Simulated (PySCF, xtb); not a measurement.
C5H7FO, SMILES F[C@]1(C=C)OCC1.

xtb with GFN2-xTB at its own geometry gives an orbital gap of 5.20 eV and a dipole moment of 3.11 D.

Coordinates come from a PBE0-D3(BJ)/def2-SVP optimisation. The structure was generated by enumeration; whether it is a known compound was not checked. One conformer was computed; it need not be the lowest.

Task: What does PBE/def2-TZVP (PySCF) give? (Estimate from the structure and the level; the computed values follow.)

Result: gap 5.17 eV (levels -6.50 and -1.33 eV), dipole 2.30 D.
